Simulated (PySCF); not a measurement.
# Electric field gradients and quadrupole coupling constants

Compound: C7H13FOSi.
Cartesian coordinates in Å at the GFN2-xTB level; atoms count from 1:
```
atom  x, y, z in Å
C1    -1.491   -2.167   -0.315
C2    -1.061   -1.320    0.884
C3    -0.766    0.085    0.452
C4     0.471    0.534    0.219
Si5    2.048   -0.480    0.407
C6     3.472    0.706   -0.090
F7     4.685    0.057    0.036
C8    -1.978    0.947    0.316
C9    -1.873    2.149   -0.592
O10   -3.001    0.689    0.908
H11   -2.387   -1.751   -0.769
H12   -0.701   -2.195   -1.063
H13   -1.708   -3.184    0.002
H14   -1.879   -1.293    1.607
H15   -0.182   -1.764    1.351
H16    0.590    1.566   -0.088
H17    2.078   -1.630   -0.503
H18    2.279   -0.899    1.793
H19    3.534    1.591    0.548
H20    3.412    1.036   -1.131
H21   -2.866    2.561   -0.752
H22   -1.425    1.877   -1.544
H23   -1.255    2.911   -0.120
```

Field gradients from the PBE0/pcSseg-1 density (PySCF, non-relativistic), principal values in atomic units, ordered |Vxx| ≤ |Vyy| ≤ |Vzz|:

```tsv
atom	Vxx	Vyy	Vzz
O10	0.5155	1.5147	-2.0302
```

**Question.** Find the asymmetry η = (Vxx − Vyy)/Vzz and the couplings χ = eQV/h (234.96 MHz × Q in barn × V in au), with Q(17O) = −0.0256 b.

**Answer.** 
```json
{"atom": "O10", "environment": "ketone oxygen", "nucleus": "17O", "η": "0.49", "χzz (MHz)": "12.21", "χxx (MHz)": "-3.10", "χyy (MHz)": "-9.11"}
```

The tensor is traceless: Vxx + Vyy + Vzz = 0.

**Question.** What is Vzz at O10 in SI units (1 au = 9.71736 × 10²¹ V/m²)?

**Answer.** -2.0302 au = -19.728 × 10²¹ V/m².

**Question.** What couplings would deuterons (Q(2H) = 0.00286 b) have in place of the hydrogens, at this geometry?

**Answer.** 
| atom | bonded to | bond length (Å) | Vzz (au) | η | χzz (kHz) |
| --- | --- | --- | --- | --- | --- |
| H11 | C1 | 1.088 | 0.3130 | 0.03 | 210 |
| H12 | C1 | 1.088 | 0.3128 | 0.03 | 210 |
| H13 | C1 | 1.087 | 0.3169 | 0.02 | 213 |
| H14 | C2 | 1.092 | 0.2967 | 0.02 | 199 |
| H15 | C2 | 1.090 | 0.3075 | 0.04 | 207 |
| H16 | C4 | 1.083 | 0.3251 | 0.05 | 218 |
| H17 | Si5 | 1.467 | 0.1600 | 0.01 | 108 |
| H18 | Si5 | 1.466 | 0.1601 | 0.01 | 108 |
| H19 | C6 | 1.093 | 0.2973 | 0.10 | 200 |
| H20 | C6 | 1.093 | 0.2975 | 0.10 | 200 |
| H21 | C9 | 1.087 | 0.3122 | 0.01 | 210 |
| H22 | C9 | 1.087 | 0.3139 | 0.02 | 211 |
| H23 | C9 | 1.088 | 0.3140 | 0.02 | 211 |

Geometry: GFN2-xTB, one conformer, isolated molecule. GFN2-xTB bond lengths can be off by several hundredths of an ångström, more for odd bonds, and the gradients follow them. The basis is small and wasn't made for field gradients, so the couplings can be 20 % off.

These values come from a run that also computed NMR shieldings. The run took 1.8 min of wall time on one thread of an Arm Neoverse N1, no GPU, shared host with 64 logical CPUs at a one-minute load of 60, and the process peaked at 1.0 GiB of memory.
